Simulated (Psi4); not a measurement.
Psi4 input (wB97X-D/6-31G*):

```
memory 1500 MB

molecule {
1 2
Na   -0.00000000   -0.00000000   -1.06477101
O     0.00000000    0.00000000    1.19274953
H     0.00000000    0.00000000    2.17048488
symmetry c1
no_reorient
no_com
}

set {
  basis 6-31G*
  reference uks
  scf_type pk
  dft_radial_points 99
  dft_spherical_points 590
  e_convergence 1e-8
  d_convergence 1e-7
  maxiter 150
}

e = energy('wb97x-d')
print_out(f'\nFINAL {e:.10f} DIPOLE {variable("CURRENT DIPOLE")[0]:.6f} {variable("CURRENT DIPOLE")[1]:.6f} {variable("CURRENT DIPOLE")[2]:.6f}\n')
```

From the last part of the output:

```
              A
    DOCC [     9 ]
    SOCC [     1 ]
    NA   [    10 ]
    NB   [     9 ]

  @UKS Final Energy:  -237.79873716568380

   => Energetics <=

    Nuclear Repulsion Energy =             26.7568045505090097
    One-Electron Energy =                -380.6076131313834026
    Two-Electron Energy =                 132.5894275979735539
    DFT Exchange-Correlation Energy =     -16.5367844164903914
    Empirical Dispersion Energy =          -0.0005717662925914
    VV10 Nonlocal Energy =                  0.0000000000000000
    Total Energy =                       -237.7987371656838036

  UHF NO Occupations:
  HONO-2 :    8  A 1.9996750
  HONO-1 :    9  A 1.9993080
  HONO-0 :   10  A 1.0000000
  LUNO+0 :   11  A 0.0006920
  LUNO+1 :   12  A 0.0003250
  LUNO+2 :   13  A 0.0001830
  LUNO+3 :   14  A 0.0000002

Computation Completed

Properties will be evaluated at   0.000000,   0.000000,   0.000000 [a0]

Properties computed using the SCF density matrix

 Multipole Moments:

 ------------------------------------------------------------------------------------
     Multipole            Electronic (a.u.)      Nuclear  (a.u.)        Total (a.u.)
 ------------------------------------------------------------------------------------

 L = 1.  Multiply by 2.5417464519 to convert [e a0] to [Debye]
 Dipole X            :         -0.0000000            0.0000000           -0.0000000
 Dipole Y            :          0.0000000            0.0000000            0.0000000
 Dipole Z            :         -0.9652484            0.0000000           -0.9652484
 Magnitude           :                                                    0.9652484

 ------------------------------------------------------------------------------------

FINAL -237.7987371657 DIPOLE -0.000000 0.000000 -0.965248

*** Psi4 exiting successfully. Buy a developer a beer!
```

The dipole moment of an ion depends on the origin.
